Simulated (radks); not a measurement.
The nitrogen anion N3-, [Ne], held by a Watson sphere: a shell of charge +3 at radius R that stands for the Madelung well of a crystal (potential energy -3/R inside, -3/r outside, in hartree with lengths in bohr). Calculated with a radial shooting solver on a logarithmic mesh with Libxc functionals: non-relativistic Kohn-Sham, LDA (Slater exchange, Perdew-Wang correlation), spin-polarised, spherical densities, point nucleus. Response by self-consistent Sternheimer equations with the Hartree and adiabatic LDA kernel. The sphere does not respond.

[
 {"R (bohr)": "3", "e(1s) (eV)": "-375.11", "e(2s) (eV)": "-14.863", "e(2p) (eV)": "-4.920", "<r> 2p (bohr)": "2.155", "sum of <r^2> (bohr^2)": "43.62", "X-ray form factor at sin(theta)/lambda = 0.3 1/angstrom": "3.137", "alpha (bohr^3)": "62.62"},
 {"R (bohr)": "3.05", "e(1s) (eV)": "-375.12", "e(2s) (eV)": "-14.751", "e(2p) (eV)": "-4.823", "<r> 2p (bohr)": "2.175", "sum of <r^2> (bohr^2)": "44.43", "X-ray form factor at sin(theta)/lambda = 0.3 1/angstrom": "3.138", "alpha (bohr^3)": "65.99"},
 {"R (bohr)": "3.68", "e(1s) (eV)": "-375.12", "e(2s) (eV)": "-13.702", "e(2p) (eV)": "-3.828", "<r> 2p (bohr)": "2.424", "sum of <r^2> (bohr^2)": "55.46", "X-ray form factor at sin(theta)/lambda = 0.3 1/angstrom": "3.152", "alpha (bohr^3)": "123.6"},
 {"R (bohr)": "3.76", "e(1s) (eV)": "-375.11", "e(2s) (eV)": "-13.607", "e(2p) (eV)": "-3.728", "<r> 2p (bohr)": "2.456", "sum of <r^2> (bohr^2)": "56.98", "X-ray form factor at sin(theta)/lambda = 0.3 1/angstrom": "3.154", "alpha (bohr^3)": "133.2"},
 {"R (bohr)": "3.79", "e(1s) (eV)": "-375.11", "e(2s) (eV)": "-13.572", "e(2p) (eV)": "-3.691", "<r> 2p (bohr)": "2.468", "sum of <r^2> (bohr^2)": "57.56", "X-ray form factor at sin(theta)/lambda = 0.3 1/angstrom": "3.155", "alpha (bohr^3)": "136.9"}
]
